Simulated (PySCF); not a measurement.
A mixed set of molecules.

All values: CAM-B3LYP/def2-SVPD (PySCF) at GFN2-xTB geometries, gas phase, one conformer each. Core orbitals are frozen in the response; Δα² is half the sum of the squared differences of the principal polarisabilities.

(1) Rank by mean static polarisability, lowest first.
A. `C=C[Si@@](C)(F)S[SiH3]`
B. `C/C(CS)=N\[SiH3]`
C. `C/C=C1C=C\1Cl`
D. `F/C=C\[SiH2]CS[SiH3]`
E. `CC[SiH]1CSC1`
F. `[H]/N=C(\C)C(=C)F`

(2) Rank by dipole moment, lowest first.
A. `[CH3:1][CH2:2][SiH:3]1[CH2:4][S:5][CH2:6]1` with C1–C2–Si3–C4 -174°
B. `[SH:1][SiH2:2][CH2:3][CH:4]1[CH2:5][CH2:6]1` with H–S1–Si2–C3 35°, S1–Si2–C3–C4 180°, Si2–C3–C4–C5 -150°
C. `[CH2:1]=[CH:2][Si@@:3]([CH3:4])([F:5])[S:6][SiH3:7]` with C1–C2–Si3–C4 97°, C2–Si3–S6–Si7 -65°
D. `C(=C1C(Cl)=C\1)/C`
E. `[F:1]/[CH:2]=[CH:3]\[SiH2:4][CH2:5][S:6][SiH3:7]` with C2–C3–Si4–C5 167°, C3–Si4–C5–S6 179°, Si4–C5–S6–Si7 179°
F. `[CH3:1]/[C:2]([CH2:3][SH:4])=[N:5]\[SiH3:6]` with C1–C2–C3–S4 77°, C2–C3–S4–H 60°

(3) Rank by polarisability anisotropy Δα, lowest first.
A. `[H]/[N:6]=[C:4](/[C:2](=[CH2:1])[F:3])[CH3:5]` with C1–C2–C4–C5 180°
B. `[CH3:1]/[C:2]([CH2:3][SH:4])=[N:5]\[SiH3:6]` with C1–C2–C3–S4 77°, C2–C3–S4–H 60°
C. `[F:1]/[CH:2]=[CH:3]\[SiH2:4][CH2:5][S:6][SiH3:7]` with C2–C3–Si4–C5 167°, C3–Si4–C5–S6 179°, Si4–C5–S6–Si7 179°
D. `[SH:1][SiH2:2][CH2:3][CH:4]1[CH2:5][CH2:6]1` with H–S1–Si2–C3 35°, S1–Si2–C3–C4 180°, Si2–C3–C4–C5 -150°
E. `[CH2:1]=[CH:2][Si@@:3]([CH3:4])([F:5])[S:6][SiH3:7]` with C1–C2–Si3–C4 97°, C2–Si3–S6–Si7 -65°
F. `C#CC1=CSC(C#C)=P1`

Results:

(1) F (8.49 Å³), C (11.04 Å³), E (13.54 Å³), B (13.84 Å³), A (15.82 Å³), D (16.80 Å³).

(2) D (1.25 D), F (1.53 D), C (1.71 D), B (2.18 D), A (2.65 D), E (2.97 D).

(3) E (3.53 Å³), A (4.21 Å³), D (4.84 Å³), B (5.23 Å³), C (9.38 Å³), F (17.69 Å³).

All values together:

```
                SMILES    formula  μ (D)  HOMO (eV)  LUMO (eV)  α (Å³)  Δα (Å³)  electrons  α per electron (Å³)
  F/C=C\[SiH2]CS[SiH3]  C3H9FSSi2   2.97      -8.19       0.65   16.80     9.38         80                0.210
          CC[SiH]1CSC1   C4H10SSi   2.65      -7.53       0.68   13.54     4.14         64                0.212
     [H]/N=C(\C)C(=C)F     C4H6FN   1.39      -8.76      -0.30    8.49     4.21         46                0.184
      C/C(CS)=N\[SiH3]   C3H9NSSi   1.53      -8.12       0.32   13.84     5.23         64                0.216
         S[SiH2]CC1CC1   C4H10SSi   2.18      -8.46       0.98   13.82     4.84         64                0.216
       C#Cc1csc(C#C)p1     C7H3PS   1.17      -7.98      -1.21   19.22    17.69         76                0.253
         C/C=C1C=C\1Cl     C5H5Cl   1.25      -7.22       0.47   11.04     7.33         52                0.212
C=C[Si@@](C)(F)S[SiH3]  C3H9FSSi2   1.71      -8.72       0.30   15.82     3.53         80                0.198
```

Conformers: `[F:1]/[CH:2]=[CH:3]\[SiH2:4][CH2:5][S:6][SiH3:7]` with C2–C3–Si4–C5 167°, C3–Si4–C5–S6 179°, Si4–C5–S6–Si7 179°; `[CH3:1][CH2:2][SiH:3]1[CH2:4][S:5][CH2:6]1` with C1–C2–Si3–C4 -174°; `[H]/[N:6]=[C:4](/[C:2](=[CH2:1])[F:3])[CH3:5]` with C1–C2–C4–C5 180°; `[CH3:1]/[C:2]([CH2:3][SH:4])=[N:5]\[SiH3:6]` with C1–C2–C3–S4 77°, C2–C3–S4–H 60°; `[SH:1][SiH2:2][CH2:3][CH:4]1[CH2:5][CH2:6]1` with H–S1–Si2–C3 35°, S1–Si2–C3–C4 180°, Si2–C3–C4–C5 -150°; `[CH2:1]=[CH:2][Si@@:3]([CH3:4])([F:5])[S:6][SiH3:7]` with C1–C2–Si3–C4 97°, C2–Si3–S6–Si7 -65°.

How closely does the mean polarisability follow the number of electrons in this set?

The correlation coefficient is 0.92; α per electron runs from 0.184 to 0.253 Å³.
